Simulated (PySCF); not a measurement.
Species: C₇H₁₃NSi.
Geometry (PBE0-D3(BJ)/def2-SVP, Å), atoms numbered from 1 in this order:
```xyz
22
C7H13NSi angstrom
C      3.3197   -1.1954    0.6215
C      2.1682   -0.8178    0.6446
C      0.7793   -0.3735    0.6569
C     -0.1867   -1.3599   -0.0439
Si    -1.7445   -0.3119   -0.2804
N     -2.9455   -0.7157    0.9149
C     -0.9318    1.3460    0.1417
C      0.5774    1.0478    0.0592
C      1.0917    1.1534   -1.3707
H      4.3400   -1.5311    0.6079
H      0.4698   -0.3089    1.7164
H     -0.3417   -2.2616    0.5670
H      0.2309   -1.6893   -1.0081
H     -2.2446   -0.3737   -1.6967
H     -3.7052   -0.0571    1.0595
H     -3.3250   -1.6578    0.8992
H     -1.2166    2.1929   -0.5003
H     -1.2173    1.6029    1.1760
H      1.1448    1.7602    0.6822
H      0.9805    2.1823   -1.7450
H      2.1547    0.8768   -1.4325
H      0.5331    0.4959   -2.0571
```

Computed, not measured: PBE0-D3(BJ)/def2-SVP geometry optimisation, gas phase in PySCF 2.14.0.

Masses are those of the commonest isotopes; rigid-rotor values at the optimised geometry. The values belong to one conformer with, in the numbering `[CH:1]#[C:2][C@@H:3]1[CH2:4][Si@@H:5]([NH2:6])[CH2:7][C@@H:8]1[CH3:9]`, C4–Si5–N6–H 163° and -64°, C2–C3–C4–Si5 -165°, C3–C4–Si5–N6 -102°, C4–Si5–C7–C8 15°, Si5–C7–C8–C9 84°.

(1) What are A, B and C (GHz)?

(2) Classify the top.

(3) What does the inertial defect say?

(4) List the rotational levels J(Ka,Kc) to J = 5 (MHz).

(5) Predict some low-J microwave lines.

(6) Estimate the classical rotational partition function at 10 K, 50 K and 200 K.

## Answers

(1) Ia = 207.58, Ib = 540.28, Ic = 650.13 u·Å²; 505379 MHz·u·Å²/I gives 2435, 935.4 and 777.3 MHz, that is A = 2.4346, B = 0.9354, C = 0.7773 GHz.

(2) An asymmetric top. Ray's parameter κ = (2B − A − C)/(A − C) = -0.809; −1 is the prolate and +1 the oblate limit.

(3) Not planar: Δ = Ic − Ia − Ib = -97.72 u·Å². For a rigid frame Δ = −2 Σ m c², so Σ m c² = 48.86 u·Å² lies off the ab plane: 17.78 from hydrogen and 31.08 from heavier atoms. The atom farthest from that plane is 1.74 Å away.

(4) Above 0(0,0):
J = 1: 1(0,1) 1713, 1(1,1) 3212, 1(1,0) 3370
J = 2: 2(0,2) 5126, 2(1,2) 6479, 2(1,1) 6954, 2(2,1) 11451, 2(2,0) 11463
J = 3: 3(0,3) 10218, 3(1,3) 11373, 3(1,2) 12321, 3(2,2) 16590, 3(2,1) 16648, 3(3,1) 24488, 3(3,0) 24489
J = 4: 4(0,4) 16954, 4(1,4) 17886, 4(1,3) 19463, 4(2,3) 23431, 4(2,2) 23605, 4(3,2) 31361, 4(3,1) 31365, 4(4,1) 42389, 4(4,0) 42389
J = 5: 5(0,5) 25299, 5(1,5) 26009, 5(1,4) 28364, 5(2,4) 31969, 5(2,3) 32361, 5(3,3) 39960, 5(3,2) 39976, 5(4,2) 50979, 5(4,1) 50979, 5(5,1) 65159, 5(5,0) 65159

(5) The dipole components are |μa| = 1.68 D, |μb| = 0.02 D, |μc| = 0.08 D. Intensities carry the squares of the components, which stand as 1.00 : 0.00 : 0.00 (a : b : c). Some lines, for components of 0.1 D or more:

```tsv
type	branch	J(Ka,Kc)	MHz	lower level (cm⁻¹)
a	Q	4(1,3) ← 4(1,4)	1577	0.597
a	Q	5(1,4) ← 5(1,5)	2355	0.868
a	R	2(0,2) ← 1(0,1)	3414	0.057
a	R	2(1,1) ← 1(1,0)	3584	0.112
a	R	3(0,3) ← 2(0,2)	5091	0.171
a	R	3(2,2) ← 2(2,1)	5138	0.382
a	R	3(2,1) ← 2(2,0)	5185	0.382
a	R	3(1,2) ← 2(1,1)	5368	0.232
a	R	4(1,4) ← 3(1,3)	6513	0.379
a	R	4(2,2) ← 3(2,1)	6956	0.555
a	R	5(0,5) ← 4(0,4)	8345	0.566
a	R	5(2,4) ← 4(2,3)	8537	0.782
a	R	5(4,1) ← 4(4,0)	8590	1.414
a	R	5(3,3) ← 4(3,2)	8599	1.046
a	R	5(1,4) ← 4(1,3)	8901	0.649
```

(6) Point group C1, symmetry number σ = 1; q = (√π/σ)·√((kT/h)³/(ABC)), k/h = 20836.6 MHz/K: 4010 at 10 K, 44800 at 50 K, 358000 at 200 K.

Not checked by PBE0-D3(BJ)/def2-SVP frequencies. No vibrational averaging or centrifugal distortion is included, and the geometry carries the error of its method. A rigid rotor knows nothing of inversion at nitrogen or internal rotation, which can split or shift real lines. Quadrupole hyperfine structure (14N) is left out.
